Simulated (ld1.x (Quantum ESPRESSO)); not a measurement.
Which change was made? (P, RRKJ)

| Quantity | Value |
| --- | --- |
| Element | P |
| Generator | ld1.x (Quantum ESPRESSO) 7.5 |
| Type | norm-conserving RRKJ (Kleinman–Bylander form) |
| Functional | PBE |
| Relativity | scalar-relativistic |
| Frozen core | [Ne] |
| Valence charge | 5 |
| Reference configuration | 3s2 3p3 |
| Partial waves | 3p (bound): rc 1.30 bohr; 3d channel at 0.1 Ry: rc 1.50 bohr; 3s (bound): rc 1.60 bohr |
| Local potential | the s channel |
| Core correction | Bessel-smoothed model core inside 1.20 bohr |
| rho0 | 0.02 |

Cutoffs, loose and tight: the cutoffs (Ry, on a coarse ladder) from which the occupation-weighted sum of valence levels, in a spherical-Bessel basis at the reference potential, stays within 10 and 1 mRy of its value at 400 Ry. They do not see the model core or the augmentation charge, which bear on the density cutoff. Test errors are all-electron minus pseudo excitation energies from the reference, over the configurations 3s2 3p2; 3s2 3p1; 3s2 3p0; 3s1 3p3; 3s2 3p3.3; 3s1 3p4; 3s1 3p0; variants that change the core or the reference have their own tests.

The base gives: outcome: generated; cutoff, loose: 55 Ry; cutoff, tight: 70 Ry; bound ghosts: none; largest test error (meV): +157.

**Question.** After one change the result is: outcome: generated; cutoff, loose: 70 Ry; cutoff, tight: 90 Ry; bound ghosts: none; largest test error (meV): +139. Which change was it?
A. all radii but the core radius scaled by about 0.83 (s 1.32, p 1.08, d 1.24 bohr)
B. all radii but the core radius scaled by about 1.37 (s 2.20, p 1.78, d 2.06 bohr)
C. all radii but the core radius scaled by about 0.92 (s 1.48, p 1.20, d 1.38 bohr)
D. all radii but the core radius scaled by about 1.19 (s 1.90, p 1.54, d 1.78 bohr)

**Answer.** C. The others give: all radii but the core radius scaled by about 1.19 (s 1.90, p 1.54, d 1.78 bohr) → outcome: generated; cutoff, loose: 30 Ry; cutoff, tight: 45 Ry; bound ghosts: none; largest test error (meV): +223 | all radii but the core radius scaled by about 0.83 (s 1.32, p 1.08, d 1.24 bohr) → outcome: generated; cutoff, loose: 100 Ry; cutoff, tight: 160 Ry; bound ghosts: none; largest test error (meV): +123 | all radii but the core radius scaled by about 1.37 (s 2.20, p 1.78, d 2.06 bohr) → outcome: generated; cutoff, loose: 30 Ry; cutoff, tight: 40 Ry; bound ghosts: none; largest test error (meV): +294.
